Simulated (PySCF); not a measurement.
Species: C₄H₉FOSi.
SMILES with atom numbers: `[CH3:1][O:2][C@@H:3]1[SiH2:4][CH2:5][C@@H:6]1[F:7]` (hydrogens: H8, H9, H10 on C1; H11 on C3; H12, H13 on Si4; H14, H15 on C5; H16 on C6)

Geometry (PBE0-D3(BJ)/def2-SVP, Å), atoms numbered from 1 in this order:
```
atom  x, y, z in Å
C1     2.300   -0.195   -0.418
O2     1.238    0.384    0.296
C3     0.065    0.575   -0.448
Si4   -1.244    1.229    0.801
C5    -1.491   -0.656    0.865
C6    -0.827   -0.687   -0.512
F7    -0.171   -1.859   -0.811
H8     2.582    0.431   -1.286
H9     2.060   -1.208   -0.777
H10    3.160   -0.249    0.265
H11    0.272    1.039   -1.430
H12   -2.379    1.988    0.196
H13   -0.727    1.925    2.010
H14   -2.463   -1.155    0.959
H15   -0.787   -1.057    1.611
H16   -1.588   -0.524   -1.299
```

Computed with PBE0-D3(BJ)/def2-SVP geometry optimisation, gas phase in PySCF.

Take the most abundant isotopes and a rigid rotor. The values belong to one conformer with, in the numbering `[CH3:1][O:2][C@@H:3]1[SiH2:4][CH2:5][C@@H:6]1[F:7]`, C1–O2–C3–Si4 175°, O2–C3–Si4–C5 -91°, C3–Si4–C5–C6 -22°, Si4–C5–C6–F7 152°, O2–C3–C6–C5 78°.

(1) What are A, B and C (MHz)?

(2) What kind of rotor is it?

(3) Is it planar, by Δ = Ic − Ia − Ib?

(4) Give the other two planar moments, Paa and Pbb, and the rms extents of the mass along the axes.

(5) Where do the levels up to J = 2 lie, in MHz?

(6) Which types of transition are allowed, and where do some lines up to J = 4 fall?

(7) Estimate the classical rotational partition function at 25 K, 100 K and 298.15 K.

## Answers

(1) Ia = 169.74, Ib = 258.04, Ic = 374.90 u·Å²; 505379 MHz·u·Å²/I gives A = 2977, B = 1959, C = 1348 MHz.

(2) An asymmetric top: κ = (2 × 1959 − 2977 − 1348)/(2977 − 1348) = -0.25.

(3) Not planar: Δ = Ic − Ia − Ib = -52.89 u·Å². For a rigid frame Δ = −2 Σ m c², so Σ m c² = 26.44 u·Å² lies off the ab plane: 11.61 from hydrogen and 14.83 from heavier atoms. The atom farthest from that plane is 1.67 Å away.

(4) Paa = Σ m a² = (Ib + Ic − Ia)/2 = 231.60 and Pbb = Σ m b² = (Ia + Ic − Ib)/2 = 143.30 u·Å². With the mass M = 120.04 u, the rms extents √(P/M) along a, b and c are 1.39, 1.09, 0.47 Å.

(5) Above 0(0,0):
J = 1: 1(0,1) 3307, 1(1,1) 4325, 1(1,0) 4936
J = 2: 2(0,2) 9716, 2(1,2) 10328, 2(1,1) 12159, 2(2,1) 15216, 2(2,0) 15419

(6) The dipole components are |μa| = 0.59 D, |μb| = 0.25 D, |μc| = 0.83 D. Intensities carry the squares of the components, which stand as 0.50 : 0.10 : 1.00 (a : b : c). Some lines, for components of 0.1 D or more:

```json
{"type": "b", "branch": "Q", "J(Ka,Kc)": "2(1,1) ← 2(0,2)", "MHz": "2443", "lower level (cm⁻¹)": "0.324"}
{"type": "c", "branch": "Q", "J(Ka,Kc)": "2(2,1) ← 2(1,1)", "MHz": "3056", "lower level (cm⁻¹)": "0.406"}
{"type": "c", "branch": "R", "J(Ka,Kc)": "1(1,0) ← 0(0,0)", "MHz": "4936", "lower level (cm⁻¹)": "0.000"}
{"type": "c", "branch": "Q", "J(Ka,Kc)": "4(3,2) ← 4(2,2)", "MHz": "4954", "lower level (cm⁻¹)": "1.349"}
{"type": "b", "branch": "Q", "J(Ka,Kc)": "3(3,1) ← 3(2,2)", "MHz": "6732", "lower level (cm⁻¹)": "0.838"}
{"type": "b", "branch": "R", "J(Ka,Kc)": "2(1,2) ← 1(0,1)", "MHz": "7021", "lower level (cm⁻¹)": "0.110"}
{"type": "b", "branch": "R", "J(Ka,Kc)": "3(0,3) ← 2(1,2)", "MHz": "8609", "lower level (cm⁻¹)": "0.345"}
{"type": "c", "branch": "Q", "J(Ka,Kc)": "4(4,1) ← 4(3,1)", "MHz": "8719", "lower level (cm⁻¹)": "1.524"}
{"type": "c", "branch": "R", "J(Ka,Kc)": "2(1,1) ← 1(0,1)", "MHz": "8853", "lower level (cm⁻¹)": "0.110"}
{"type": "b", "branch": "R", "J(Ka,Kc)": "3(1,3) ← 2(0,2)", "MHz": "9504", "lower level (cm⁻¹)": "0.324"}
{"type": "a", "branch": "R", "J(Ka,Kc)": "3(2,2) ← 2(2,1)", "MHz": "9920", "lower level (cm⁻¹)": "0.508"}
{"type": "c", "branch": "R", "J(Ka,Kc)": "2(2,1) ← 1(1,1)", "MHz": "10890", "lower level (cm⁻¹)": "0.144"}
{"type": "b", "branch": "R", "J(Ka,Kc)": "3(2,2) ← 2(1,1)", "MHz": "12976", "lower level (cm⁻¹)": "0.406"}
{"type": "a", "branch": "R", "J(Ka,Kc)": "4(2,2) ← 3(2,1)", "MHz": "14408", "lower level (cm⁻¹)": "0.869"}
{"type": "c", "branch": "R", "J(Ka,Kc)": "3(3,0) ← 2(2,0)", "MHz": "16493", "lower level (cm⁻¹)": "0.514"}
{"type": "b", "branch": "R", "J(Ka,Kc)": "4(4,1) ← 3(3,0)", "MHz": "22500", "lower level (cm⁻¹)": "1.064"}
```

(7) Point group C1, symmetry number σ = 1; q = (√π/σ)·√((kT/h)³/(ABC)), k/h = 20836.6 MHz/K: 7520 at 25 K, 60100 at 100 K, 310000 at 298.15 K.

No frequency check. These are rigid-rotor constants of the computed structure; measured ground-state constants (B0) also hold zero-point vibration. A rigid rotor knows nothing of internal rotation, which can split or shift real lines.
